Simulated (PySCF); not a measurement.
A calculated (PBE0, PySCF 2.14, def2-TZVP, no relativity, point nucleus) atom or ion has these occupied shells.

```
shell  electrons  orbital energy (eV)  rms radius, mean of both spins (bohr)
   1s          2              -200.91                                  0.381
   2s          2              -20.785                                   1.94
```

Q: Name the element and its charge.

A: B+ (boron, charge +1), in [He] 2s2, closed-shell 1S.
